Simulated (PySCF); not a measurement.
Input of a run (PBE0-D3(BJ)/def2-SVP geometry optimisation, gas phase (PySCF 2.14.0)), started from GFN2-xTB:
```
{"job": {"xc": "PBE0", "basis": "def2-SVP", "d3": "d3bj", "grid": 1, "shake": 0.01, "kind": "geom"}, "charge": 0, "multiplicity": 1}
C      1.794380    -1.416350     0.063680
O      0.394810    -1.196790     0.201920
Si    -0.393300     0.220230     0.398090
C     -2.111200    -0.111040    -0.170660
P      0.616890     1.744100    -0.934910
H      1.925060    -2.332270    -0.461890
H      2.267470    -1.434470     1.038530
H      2.240460    -0.575180    -0.528060
H     -0.324450     0.623900     1.845020
H     -2.553710    -0.992930     0.333000
H     -2.793420     0.726870     0.077570
H     -2.184390    -0.276080    -1.233000
H     -0.339690     2.754560    -0.707050
H      1.453930     2.250390     0.055070
```

Output (energies in Eh, forces in Eh/bohr):
```
step   0  E = -786.99451964  max force = 0.039538
step   1  E = -786.99940920  max force = 0.008706
step   2  E = -786.99988956  max force = 0.002039
step   3  E = -786.99997952  max force = 0.001752
step   4  E = -787.00006047  max force = 0.001195
step   5  E = -787.00012279  max force = 0.001299
step   6  E = -787.00018841  max force = 0.002131
step   7  E = -787.00024864  max force = 0.002621
step   8  E = -787.00029022  max force = 0.001848
step   9  E = -787.00031759  max force = 0.000631
step  10  E = -787.00032693  max force = 0.000188
optimisation converged
```

Problem. Summarise the run.

Solution. The energy falls by 3.6 kcal/mol over 11 energy and gradient evaluations, the largest force component goes from 0.0395 to 1.9e-04 Eh/bohr, and the atoms move by 0.209 Å rms after alignment. Among the bonds, C1–H6 and P5–H14 change most and about equally (+0.037 to +0.038 Å). Bonds longer at the end by more than 0.005 Å: 8 of 13; shorter: 4. Among the angles that change most is H6–C1–H7, from 112.1° to 107.8°. Among the dihedrals that turn most is H6–C1–O2–Si3, from -155° to 174°. The energy never rose by more than 1e-6 Eh on the way. The first step brought 84 % of the lowering.

Problem. What are the final bond lengths?

Solution. C1–O2 1.398 Å, O2–Si3 1.667 Å, Si3–C4 1.862 Å, Si3–P5 2.274 Å, C1–H6 1.101 Å, C1–H7 1.107 Å, C1–H8 1.107 Å, Si3–H9 1.500 Å, C4–H10 1.101 Å, C4–H11 1.101 Å, C4–H12 1.100 Å, P5–H13 1.431 Å, P5–H14 1.430 Å. Numbering counts from 1 in the input's order; the species is `CO[Si@H](C)P`.

The run used 123 basis functions and 70 SCF cycles in all. Hardware: one thread of an Arm Neoverse V2, no GPU, shared host with 96 logical CPUs at a one-minute load of 42. Cost: 56 s of wall time, 0.52 GiB resident at most.

No frequency check. One conformer, not necessarily the lowest.
